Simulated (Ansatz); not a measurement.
C₂HFI₂ (`F/C(I)=C\I`). The species carries charge 0 and has multiplicity 1. I takes the def2 core potential.

```xyz
6

F    -1.0205    1.1599    0.7777
C    -0.4452    0.0195    0.4446
I    -1.1610   -1.6060    1.5181
C     0.4934   -0.0827   -0.4795
I     1.1955    1.5444   -1.5394
H     0.9377   -1.0350   -0.7213
```

What are the harmonic wavenumbers in cm⁻¹ at PBE0-D4/def2-TZVP (Ansatz, finite differences of forces, unscaled)? (Estimate.)

The calculation gave: 129, 134, 161, 308, 528, 648, 749, 781, 1070, 1246, 1692, 3269.

Is this a minimum?

Yes, all 12 modes are real.

Give the ideal-gas thermochemistry at 298.15 K and 1 bar (rigid rotor, harmonic oscillator; point group Cs, symmetry number 1).

Zero-point energy 64.1 kJ/mol; H(298) − E = 81.8 kJ/mol; entropy 354.3 J/(mol·K), of which translation 179.9, rotation 127.1, vibration 47.3; G(298) − E = -23.9 kJ/mol.

And at 400, 500, 600, 800 and 1000 K?


```
T (K)  H − E (kJ/mol)  S (J/mol/K)  G − E (kJ/mol)
  400            90.6        379.7           -61.3
  500           100.1        400.9          -100.4
  600           110.3        419.4          -141.4
  800           132.0        450.6          -228.5
 1000           154.9        476.2          -321.3
```

Rotational constants (cm⁻¹)?

0.2708, 0.01066, 0.01025.
